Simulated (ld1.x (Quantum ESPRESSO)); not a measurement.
# I: one change to a TM potential, before and after

| Quantity | Value |
| --- | --- |
| Element | iodine (I) |
| Generator | ld1.x (Quantum ESPRESSO) 7.5 |
| Type | norm-conserving Troullier–Martins (Kleinman–Bylander form) |
| Functional | LDA (PZ) |
| Relativity | fully relativistic |
| Frozen core | [Kr] |
| Valence charge | 17 |
| Reference configuration | 4d10 5s1.75 5p5.25 |
| Partial waves | 5s (bound): rc 1.50 bohr; 5p (bound): rc 1.75 bohr; 4d (bound): rc 1.50 bohr |
| Local potential | all-electron potential smoothed inside 1.60 bohr (lloc = -1) |
| Core correction | a·sin(br)/r model core, default radius (core density twice the valence density) |

Open shells are filled in proportion to 2j + 1 (rel_dist='average').

Change: wave 4d (bound): rc 1.50 bohr becomes 4d (bound): rc 1.72 bohr.

Cutoffs: the cutoffs (Ry, on a coarse ladder) from which the occupation-weighted sum of valence levels, in a spherical-Bessel basis at the reference potential, stays within 10 and 1 mRy of its value at 400 Ry; they do not see the model core or the augmentation charge, which bear on the density cutoff. Errors are all-electron minus pseudo energies relative to the spin-unpolarised reference configuration.

Predict the effect on cutoff, ghosts and configuration errors.

The potential gets softer (100 Ry and 180 Ry → 90 Ry and 160 Ry); both files keep a bound ghost (s); of the 7 tests that both files solve, the error grows in 0 and shrinks in 1 by more than 15 % and 0.3 meV (median size 16.4 → 16.4 meV). A larger radius leaves more room for a smooth pseudo-wave, so fewer plane waves are needed.

| quantity | base | changed |
| --- | --- | --- |
| cutoff, loose | 100 Ry | 90 Ry |
| cutoff, tight | 180 Ry | 160 Ry |
| loose cutoff by channel (10 mRy a level) | s 35 Ry, p 12 Ry, d 90 Ry | s 35 Ry, p 12 Ry, d 70 Ry |
| bound ghosts | s | s |
| error for 4d10 5s2 5p5, meV [ΔE -2.60 eV] | 0.0 | +0.1 |
| error for 4d10 5s2 5p4, meV [ΔE 8.74 eV] | +3.9 | +4.0 |
| error for 4d10 5s2 5p3, meV [ΔE 28.83 eV] | +23 | +24 |
| error for 4d10 5s2 5p4.5, meV [ΔE 2.03 eV] | +0.3 | +0.4 |
| error for 4d10 5s2 5p1, meV [ΔE 98.32 eV] | +69 | +69 |
| error for 4d9 5s2 5p6, meV [ΔE 43.10 eV] | -196 | -111 |
| error for 4d10 5s1 5p5, meV [ΔE 19.76 eV] | +16 | +16 |
| s: phases at 1.89 bohr within 0.05 rad from the reference energy up to (Ry; the scan ends near 5) | to the end of the scan | to the end of the scan |
| p1/2: phases at 1.89 bohr within 0.05 rad from the reference energy up to (Ry; the scan ends near 5) | 0.7 | 0.7 |
| p3/2: phases at 1.89 bohr within 0.05 rad from the reference energy up to (Ry; the scan ends near 5) | 0.3 | 0.3 |
| d3/2: phases at 1.89 bohr within 0.05 rad from the reference energy up to (Ry; the scan ends near 5) | 1.1 | 0.9 |
| d5/2: phases at 1.89 bohr within 0.05 rad from the reference energy up to (Ry; the scan ends near 5) | 1.2 | 1.0 |

 A true bound ghost makes a file unfit for plane-wave use even where its test errors are small: the radial tests pick states by their node count and pass the ghost by.
